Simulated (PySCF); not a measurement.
# Bonding in `C/C=C\C1=CCC=C1`

Compound: C8H10.
Atom-mapped SMILES: `[CH3:1]/[CH:2]=[CH:3]\[C:4]1=[CH:5][CH2:6][CH:7]=[CH:8]1` (hydrogens: H9, H10, H11 on C1; H12 on C2; H13 on C3; H14 on C5; H15, H16 on C6; H17 on C7; H18 on C8)

Geometry (GFN2-xTB, Å), atoms numbered from 1 in this order:
```xyz
18
C8H10 angstrom
C      2.538   -0.416   -0.651
C      2.130    0.823    0.077
C      0.894    1.150    0.458
C     -0.339    0.414    0.274
C     -0.596   -0.779   -0.309
C     -2.055   -1.083   -0.227
C     -2.601    0.106    0.489
C     -1.605    0.951    0.767
H      3.607   -0.416   -0.842
H      2.291   -1.301   -0.064
H      2.015   -0.490   -1.604
H      2.930    1.512    0.312
H      0.763    2.089    0.982
H      0.093   -1.456   -0.775
H     -2.245   -2.012    0.317
H     -2.502   -1.201   -1.218
H     -3.643    0.221    0.724
H     -1.684    1.896    1.277
```

Bond orders from the PBE0/pcSseg-1 density (PySCF). Geometry: GFN2-xTB, one conformer, isolated molecule.

**Question.** How far do the computed orders between heavy atoms stray from the drawn ones?

**Answer.** The largest departure is 0.333, at C4–C5 (drawn double, 1.667). Drawn double or triple, more than 0.30 short of the drawn order: C4–C5 (1.667).

**Question.** Give the Mayer order of every bond, beside its length.

**Answer.** 
```json
{"bond": "C1–C2", "drawn as": "single", "length (Å)": "1.493", "Mayer order": "1.073"}
{"bond": "C2–C3", "drawn as": "double", "length (Å)": "1.334", "Mayer order": "1.885"}
{"bond": "C3–C4", "drawn as": "single", "length (Å)": "1.447", "Mayer order": "1.105"}
{"bond": "C4–C5", "drawn as": "double", "length (Å)": "1.353", "Mayer order": "1.667"}
{"bond": "C5–C6", "drawn as": "single", "length (Å)": "1.493", "Mayer order": "1.066"}
{"bond": "C6–C7", "drawn as": "single", "length (Å)": "1.492", "Mayer order": "1.071"}
{"bond": "C7–C8", "drawn as": "double", "length (Å)": "1.335", "Mayer order": "1.781"}
{"bond": "C8–C4", "drawn as": "single", "length (Å)": "1.461", "Mayer order": "1.084"}
{"bond": "C1–H9", "drawn as": "single", "length (Å)": "1.087", "Mayer order": "0.959"}
{"bond": "C1–H10", "drawn as": "single", "length (Å)": "1.090", "Mayer order": "0.942"}
{"bond": "C1–H11", "drawn as": "single", "length (Å)": "1.090", "Mayer order": "0.942"}
{"bond": "C2–H12", "drawn as": "single", "length (Å)": "1.082", "Mayer order": "0.939"}
{"bond": "C3–H13", "drawn as": "single", "length (Å)": "1.084", "Mayer order": "0.946"}
{"bond": "C5–H14", "drawn as": "single", "length (Å)": "1.072", "Mayer order": "0.990"}
{"bond": "C6–H15", "drawn as": "single", "length (Å)": "1.093", "Mayer order": "0.909"}
{"bond": "C6–H16", "drawn as": "single", "length (Å)": "1.093", "Mayer order": "0.909"}
{"bond": "C7–H17", "drawn as": "single", "length (Å)": "1.075", "Mayer order": "0.978"}
{"bond": "C8–H18", "drawn as": "single", "length (Å)": "1.076", "Mayer order": "0.997"}
```

By pair of heavy elements: C–C: lowest C5–C6 (1.066, 1.493 Å), highest C2–C3 (1.885, 1.334 Å).

**Question.** Sum the orders of all bonds at each heavy atom with more than one neighbour and set the sums beside the valence in the SMILES.

**Answer.** C1 3.916 (drawn 4), C2 3.897 (drawn 4), C3 3.936 (drawn 4), C4 3.856 (drawn 4), C5 3.723 (drawn 4), C6 3.955 (drawn 4), C7 3.830 (drawn 4), C8 3.862 (drawn 4). Orders between atoms that aren't bonded are not in these sums.

Mayer orders depend on the basis set.
